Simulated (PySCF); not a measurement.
B(H)(OEt)(NH2) (C2H8BNO), SMILES CCOBN. Geometry: ωB97X-D3(BJ)/def2-SVP. The structure was generated by enumeration, and PubChem lists no compound with its InChIKey, so it may never have been made. Other conformers were not sampled.

Computed equilibrium geometry at ωB97X-D3(BJ)/def2-SVP (PySCF confirms it by a frequency run) as bond lengths and angles (one conformer of several):
Atoms: B1 H2 O3 C4 C5 H6 H7 H8 H9 H10 N11 H12 H13. Bond lengths (Å): B1–H2 1.217, B1–O3 1.369, B1–N11 1.406, O3–C4 1.414, C4–C5 1.520, C4–H6 1.103, C4–H7 1.105, C5–H8 1.101, C5–H9 1.102, C5–H10 1.102, N11–H12 1.010, N11–H13 1.013. Angles (°): H2–B1–O3 120.9, H2–B1–N11 119.9, O3–B1–N11 119.1, B1–O3–C4 121.1, O3–C4–C5 111.2, O3–C4–H6 107.3, O3–C4–H7 110.3, C5–C4–H6 110.3, C5–C4–H7 110.3, H6–C4–H7 107.4, C4–C5–H8 110.4, C4–C5–H9 110.8, C4–C5–H10 110.6, H8–C5–H9 108.5, H8–C5–H10 108.2, H9–C5–H10 108.3, B1–N11–H12 122.9, B1–N11–H13 122.2, H12–N11–H13 114.8.
Charge 0, spin multiplicity 1.
